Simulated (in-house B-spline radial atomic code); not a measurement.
Ionising Sr⁺ with different functionals

Computed with an all-electron radial atomic-structure program (B-spline basis): non-relativistic Hamiltonian, point nucleus, spin-polarised at highest spin, spherical fractional occupations for the functionals, and exact exchange of hybrids averaged over the configuration. The ionisation energy is the difference of two self-consistent energies, [Kr] 5s1 → [Ar] 3d10 4s2 4p6, without Breit or QED terms; ε is the level of the shell that loses the electron (its least bound occupied spin orbital). There is no spin-orbit coupling in this Hamiltonian.

```tsv
method	rung	ΔSCF (eV)	-ε(5s) (eV)
PBE0	global hybrid	10.89	9.10
B3LYP	global hybrid	?	?
TPSSh	global hybrid	10.71	8.65
M06-2X	global hybrid	10.83	9.89
BHandHLYP	global hybrid	?	?
r2SCAN0	global hybrid	10.73	9.17
B97-1	global hybrid	10.67	8.78
HSE06	range-separated hybrid	10.92	8.78
wB97X	range-separated hybrid	10.47	10.47
CAM-B3LYP	range-separated hybrid	11.03	10.03
LC-wPBE	range-separated hybrid	10.67	10.77
```

Task: What does B3LYP give?

Result: ΔSCF 11.11 eV, and -ε(5s) = 9.06 eV.

Task: What does BHandHLYP give?

Result: ΔSCF 10.88 eV, and -ε(5s) = 9.57 eV.

Task: Among the functionals, which spreads more, the ΔSCF values or the orbital energies?

Result: The orbital energies: ΔSCF values span about 0.64 eV and the orbital energies 2.11 eV.

Task: How do they compare with the NIST value?

Result: NIST lists 11.030 eV (measured, ground level to ground level). Errors run from -0.56 to +0.08 eV; CAM-B3LYP is closest (+0.00 eV), but part of that can be cancellation, since the calculations leave out relativity, Breit-QED terms.
